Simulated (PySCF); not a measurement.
## Relaxation of triplet WSI₂

All numbers come from UPBE0/[W def2-SVP with ECP60, S def2-SVP, I def2-SVP with ECP28], scalar-relativistic core potentials, density fitting, no spin–orbit coupling, PySCF. A (50,194) grid was used.

A hand-made T-shaped (ligand arrangement 1) start, of Cs symmetry, held to at least that symmetry:

Coordinates in bohr (charge 0 multiplicity 3):
```
W    -1.1025    0.0000   -1.4361
S    -5.1441    0.0000   -1.2950
I    -1.1025    0.0000    3.6661
I     3.9967    0.0000   -1.2581
```

Optimiser trace:
| step | E − E(last) (kJ/mol) | largest gradient (Eh/bohr) |
| --- | --- | --- |
| 0 | 129.96 | 0.03385 |
| 1 | 107.86 | 0.03206 |
| 2 | 56.57 | 0.02978 |
| 3 | 38.03 | 0.03763 |
| 4 | 18.17 | 0.01437 |
| 5 | 8.08 | 0.01633 |
| 6 | 1.35 | 0.00661 |
| 7 | 0.10 | 0.00180 |
| 8 | 0.05 | 0.00190 |
| 9 | 0.03 | 0.00063 |
| 10 | 0.02 | 0.00045 |
| 11 | 0.00 | 0.00035 |
| 12 | 0.00 | 0.00021 |

It ends at C2v with W–I 2.617 Å (×2), W–S 2.102 Å; I–W–I 124.9°, I–W–S 117.5° (×2) (after a last refinement on a finer grid). The frequency run here used a shortcut that can spoil soft modes, so no verdict on minimum or saddle point is given. Other isomers or separated fragments may lie lower.

Open d and f shells are described by one determinant, and the ground state may have another occupation or spin. With an element this heavy the missing spin–orbit coupling can shift these numbers.
